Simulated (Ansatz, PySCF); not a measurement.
Gas-phase reaction (SMILES): C[Si](C)(C)N + Cl (HCl) → C[Si](C)(C)Cl + N (NH3); hydrogen chloride cleaves one Si-N bond, a model of a ligand-exchange step.

Structures are relaxed separately at B3LYP-D3(BJ)/def2-TZVP in Ansatz (a quantum-chemistry and plane-wave program), one conformer each, not searched for the lowest. Valence correlation only, unless marked. Spin-orbit coupling is left out. Non-relativistic. CBS(X,Y): correlation extrapolated as X^-3; Hartree-Fock from the larger set. Thermal terms are rigid-rotor harmonic-oscillator values from B3LYP-D3(BJ) frequencies (Ansatz or PySCF) at 298.15 K and 1 atm. 1 Eh = 627.5095 kcal/mol.

```json
[
 {"species": "C[Si](C)(C)N", "E, CCSD(T)/CBS(cc-pV(T+d)Z,cc-pV(Q+d)Z) (Ansatz) (Eh)": "-464.62283", "E, PBE0-D4/def2-TZVPD (Ansatz + dftd4) (Eh)": "-465.00501", "H - E (Eh)": "0.14628"},
 {"species": "Cl (HCl)", "E, CCSD(T)/CBS(cc-pV(T+d)Z,cc-pV(Q+d)Z) (Ansatz) (Eh)": "-460.37849", "E, PBE0-D4/def2-TZVPD (Ansatz + dftd4) (Eh)": "-460.66608", "H - E (Eh)": "0.01000"},
 {"species": "C[Si](C)(C)Cl", "E, CCSD(T)/CBS(cc-pV(T+d)Z,cc-pV(Q+d)Z) (Ansatz) (Eh)": "-868.52181", "E, PBE0-D4/def2-TZVPD (Ansatz + dftd4) (Eh)": "-869.18156", "H - E (Eh)": "0.12176"},
 {"species": "N (NH3)", "E, CCSD(T)/CBS(cc-pV(T+d)Z,cc-pV(Q+d)Z) (Ansatz) (Eh)": "-56.50369", "E, PBE0-D4/def2-TZVPD (Ansatz + dftd4) (Eh)": "-56.51535", "H - E (Eh)": "0.03799"}
]
```

Work out ΔE and ΔH at 298.15 K at the first level, then ΔH at the second.


1. ΔE = [(-868.52181) + (-56.50369)] - [(-464.62283) + (-460.37849)] = -0.02418 Eh = -15.2 kcal/mol at CCSD(T)/CBS(cc-pV(T+d)Z,cc-pV(Q+d)Z).
2. The terms H - E add up to 0.00347 Eh, so ΔH = (-0.02418 + (0.00347))×627.5095 = -13.0 kcal/mol.
3. At PBE0-D4/def2-TZVPD the same steps give ΔE = -16.2 and ΔH = -14.0 kcal/mol, a shift of -1.0 from the first level.
4. These values are not checked against measurement here, since the tables used lack a sound gas-phase enthalpy of formation for at least one species.
